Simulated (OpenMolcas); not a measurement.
Cu2+ (d9) on a cation site of an ionic host was computed by SS-CASPT2, IPEA 0.25 Eh, imaginary shift 0.1 Eh with the d shell active (OpenMolcas, ANO-RCC-VTZP on the metal). Its lowest spin-free states, and all those of the highest spin:

```tsv
2S+1	Degeneracy	E (cm-1)
2	2	0
2	3	9720
```

Question: Is the site octahedral, tetrahedral or cube-like, axial, or of lower symmetry?

Answer: The states with 2S+1 = 2 have orbital degeneracies 2, 3. Threefold states need a cubic site. For d9 at this spin an octahedron puts the twofold E below the threefold T2 and a tetrahedron or cube puts the threefold T2 below the twofold E, so the site is octahedral. The first gap at this spin, 9720 cm-1, is |10Dq| in ligand-field theory. The run had Cu2+ with its 6 nearest oxide ions at 2.11 Å, on the Mg site of MgO (a = 4.2112 Å, distance in the model lattice 2.106 Å). The rest of the host is ab initio model potentials to 7.6 Å, with orthogonalisation functions on the cations behind the ligands, and point charges beyond; the distance is set by hand and nothing relaxes. Ligand basis ANO-RCC-VDZP.

Over all roots computed the reference weight is 0.71; a low but even weight reflects the number of correlated electrons. An orbital doublet at a regular site is open to a Jahn-Teller distortion, which this geometry leaves out. A single d shell leaves out the double-shell effect, which counts most for late 3d ions, where the CASPT2 field can be off either way by tens of per cent. Ligand-to-metal charge-transfer states are missing. With one d shell and no ligand orbital active, 10Dq can be off by tens of per cent for divalent 3d ions, low with halides held by bare charges and at times high in hosts, and the orbital part of g and χT goes as 1/10Dq. Free-ion shares, where given, are those of the reference states; single-state CASPT2 does not remix them. No measured value stands beside these numbers; the geometry was set by hand and not optimised.
